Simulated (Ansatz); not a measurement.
Basis-set extrapolation for C7H12O2, SMILES `C=CCCC(=O)OCC` (PBE0-D4/def2-TZVP geometry, frozen core, the Gaussian-basis code of Ansatz). Multiplicity 1, RHF reference.

|  | def2-TZVPP | def2-QZVPP |
| --- | --- | --- |
| HF | -421.955607 | -421.974691 |
| MP2 correlation | -1.629498 | -1.740668 |
| CCSD(T) correlation | -1.762918 | not run |

Energies in hartree. Use E(X) = E(∞) + A·exp(−7.88·√X) for Hartree–Fock and E(X) = E(∞) + B·X^(−2.97) for correlation, with X = 3 and 4, and add CCSD(T) minus MP2 of the smaller set to the MP2 limit.

What is the CCSD(T) energy at the basis-set limit?

HF limit: -421.974691 + (-0.019084) × 0.13774 = -421.97732. MP2 limit: -1.740668 + (-0.111170) × 0.74074 = -1.82302. Higher-order term: -1.762918 − (-1.629498) = -0.13342. Total: -423.93376 hartree, 5.86 eV below CCSD(T)/def2-TZVPP.
